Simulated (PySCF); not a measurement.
## Ge (germanium, neutral) across methods

[Ar] 3d10 4s1 4p3, high-spin 5S determinant (an excited configuration). All numbers are calculated (PySCF 2.14, the non-relativistic Hamiltonian (point nucleus), in def2-TZVPPD (7s5p5d1f, 54 functions)).

```csv
method,E (hartree),mean ε 3d β (eV),mean ε 4s α (eV),mean ε 4p α (eV),Σ⟨r²⟩ (bohr²),⟨S²⟩
r2SCAN,-2076.731,-31.544,-13.905,-5.689,41.59,6.002
wB97X,-2076.741,-37.002,-17.718,-8.489,41.80,6.002
revPBE,-2076.572,-30.811,-13.059,-5.286,41.77,6.001
wB97X-V,-2076.527,-37.105,-17.796,-8.507,41.92,6.001
PW91,-2076.872,-30.990,-13.162,-5.343,41.72,6.001
UHF,-2075.20413,-45.324,-20.099,-9.294,42.23,6.002
LDA,-2073.555,-31.295,-13.245,-5.389,41.86,6.001
PBE0,-2076.474,-34.739,-15.012,-6.421,41.72,6.001
PBE,-2076.407,-30.905,-13.100,-5.308,41.80,6.001
```
